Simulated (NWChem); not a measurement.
# BeBrF; SMILES [Be]([F])[Br]

All runs: NWChem. Pople sets run with spherical d functions. Structure relaxed at the PBE0/def2-SVP level. Level r2SCAN/6-31G*: energy and gradient on several grids; changes count from the extra-fine grid, which is no exact limit either.

Q: Which is the coarsest grid (xfine; coarse; xcoarse; fine; medium) from which on the energy stays within 50 μHa and each gradient component within 100 μHa/bohr of xfine?

A: fine.
| grid | size of the energy change (μHa) | largest change of a gradient component (μHa/bohr) |
|---|---|---|
| xcoarse | 4000 | 3000 |
| coarse | 60 | 200 |
| medium | 100 | 30 |
| fine | 20 | 40 |
| xfine | < 10 | < 30 |
